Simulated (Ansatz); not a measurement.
`C=CBC=[Se]` + HBr → `C=CBBr` + `C=[Se]`  (ligand exchange at a B–C bond)

Gas-phase electronic energies from Ansatz, PBE0-D4/def2-TZVP geometries. CBS: MP2 limit from def2 TZ/QZ plus the TZ coupled-cluster correction, frozen cores. Functionals use def2-TZVPP. B3LYP here is the variant with VWN-RPA as its local correlation; programs differ in this. For Br, Se outer-core shells are correlated without core-valence functions, which leaves a few kJ/mol of doubt a bond. Scalar relativity is left out up to krypton. One conformer a species, not always the lowest.

CCSD(T)/CBS gives -70.7 kJ/mol.

Question: Another level gave -64.0 kJ/mol. Which?
A. HF/def2-TZVPP
B. PBE-D4/def2-TZVPP
C. B3LYP-D4/def2-TZVPP
D. CCSD/def2-TZVPP

Answer: C. B3LYP-D4 -64.0, CCSD/def2-TZVPP -74.8, PBE-D4 -56.8, HF/def2-TZVPP -88.8 kJ/mol.

Question: What do rigid-rotor, harmonic-oscillator terms from PBE0-D4/def2-TZVP frequencies (298.15 K, 1 bar) make of the CCSD(T)/CBS value? (Estimate.)

Answer: Ansatz gave: ΔZPE = +9.4 kJ/mol, ΔH = -63.6 kJ/mol, ΔS = 5 J/(mol·K), ΔG = -65.2 kJ/mol.

Largest T1 diagnostic among the species: 0.017.

From BLYP to BHLYP (50 % exact exchange), in def2-TZVPP and without D4, ΔE moves by −10.4 kJ/mol. Leaving LDA and LC-ωPBE aside and taking each functional with its dispersion term where it has one, the values, not all of them listed here, spread over 17.6 kJ/mol, from ωB97X-V to revPBE-D4. LDA lies +11.6 kJ/mol from PBE without D4. The D4 term adds +7.0 kJ/mol with B3LYP and +4.0 kJ/mol with PBE0; it sums over pairs of atoms, weighted by their polarisabilities, and B3LYP, whose exchange is more repulsive, gets the larger term.

CCSD(T)/CBS has its own doubt, a few kJ/mol and more with outer-core shells, so smaller differences from it don't rank the levels.
